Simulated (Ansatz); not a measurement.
`C[B](F)[SbH][Cl]` + H₂Se → `CB(F)[SeH]` + `[Cl][SbH2]` at 298.15 K and 1 bar (cleavage of the B–Sb bond).

Isolated molecules relaxed with PBE0-D4/def2-TZVP in Ansatz; ΔE leaves out vibrations. CBS: MP2 limit from def2 TZ/QZ plus the TZ coupled-cluster correction, frozen cores. def2 core potentials past Kr. For Sb, Se outer-core shells are correlated without core-valence functions, which leaves a few kJ/mol of doubt a bond. Scalar relativity is left out up to krypton. One conformer a species, not always the lowest.

| species | CCSD(T)/CBS energy (Eh) | H − E (kJ/mol) | S (J/(mol·K)) |
| --- | --- | --- | --- |
| `C[B](F)[SbH][Cl]` | -864.93191 | 156.9 | 389.1 |
| H₂Se | -2401.89790 | 45.8 | 219.1 |
| `CB(F)[SeH]` | -2565.84504 | 153.6 | 325.7 |
| `[Cl][SbH2]` | -701.00845 | 49.9 | 278.7 |

H − E and S are ideal-gas, rigid-rotor, harmonic terms from PBE0-D4/def2-TZVP, for one conformer and one mirror image of each species. 1 Eh = 2625.50 kJ/mol, R = 8.31446 J/(mol·K).

Q: By hand: ΔE, ΔH, ΔS and ΔG.

A: ΔE = (-2565.84504) + (-701.00845) − (-864.93191) − (-2401.89790) = -0.02368 Eh = -62.2 kJ/mol. Δ(H − E) = 153.6 + 49.9 − 156.9 − 45.8 = 0.8, so ΔH = -61.4 kJ/mol. ΔS = 325.7 + 278.7 − 389.1 − 219.1 = -3.8 J/(mol·K). ΔG = -61.4 − 298.15 × (-3.8)/1000 = -60.3 kJ/mol.

Q: By hand: the equilibrium constant, and the temperature at which ΔG would vanish if ΔH and ΔS stayed fixed.

A: log₁₀ K = −ΔG/(RT ln 10) = 10.6. ΔG = 0 at ΔH/ΔS = 16158 K, far beyond where these terms or the molecules hold.

The number of gas molecules stays the same, so ΔS is small and ΔH decides. A doubt of 5 kJ/mol in ΔE shifts log₁₀ K by 0.9 here. Other conformers and mirror images would add mixing entropy, several J/(mol·K) or more a flexible species. Modes under 60 cm⁻¹, often nearly free rotors, make the harmonic entropy too high. These are equilibria of isolated gas molecules and say nothing of rates. Largest T1 diagnostic: 0.013 (customary marks: 0.02 for closed shells, 0.045 for open ones).
